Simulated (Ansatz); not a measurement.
`CN(C)[Si]F` + H₂S → `F[Si]S` + dimethylamine at 298.15 K and 1 bar (ligand exchange at the Si–N bond).

Computed with Ansatz on PBE0-D4/def2-TZVP structures; ΔE is electronic, products minus reactants. CCSD(T)/CBS is the MP2 limit (def2-TZVPP, def2-QZVPP) plus CCSD(T) − MP2 in def2-TZVPP, frozen cores. This one scheme is used for every species. Each species was taken in one conformer, which may not be the lowest.

```
     species  CCSD(T)/CBS energy (Eh)  H − E (kJ/mol)  S (J/(mol·K))
`CN(C)[Si]F`               -523.34250           244.4          329.7
         H₂S               -398.97279            49.9          205.7
    `F[Si]S`               -787.30018            44.8          282.7
       `CNC`               -135.00321           256.9          271.4
```

H − E and S are ideal-gas, rigid-rotor, harmonic terms from PBE0-D4/def2-TZVP, for one conformer and one mirror image of each species. 1 Eh = 2625.50 kJ/mol, R = 8.31446 J/(mol·K).

Task: By hand: ΔE, ΔH, ΔS and ΔG.

Result: ΔE = (-787.30018) + (-135.00321) − (-523.34250) − (-398.97279) = 0.01190 Eh = 31.2 kJ/mol. Δ(H − E) = 44.8 + 256.9 − 244.4 − 49.9 = 7.4, so ΔH = 38.6 kJ/mol. ΔS = 282.7 + 271.4 − 329.7 − 205.7 = 18.7 J/(mol·K). ΔG = 38.6 − 298.15 × (18.7)/1000 = 33.0 kJ/mol.

Task: By hand: the equilibrium constant, and the temperature at which ΔG would vanish if ΔH and ΔS stayed fixed.

Result: log₁₀ K = −ΔG/(RT ln 10) = -5.8. ΔG = 0 at ΔH/ΔS = 2064 K, though so small a ΔS makes that figure unsure.

ΔH outweighs TΔS. A doubt of 5 kJ/mol in ΔE shifts log₁₀ K by 0.9 here. Other conformers and mirror images would add mixing entropy, several J/(mol·K) or more a flexible species. These are equilibria of isolated gas molecules and say nothing of rates. Largest T1 diagnostic: 0.015 (customary marks: 0.02 for closed shells, 0.045 for open ones).
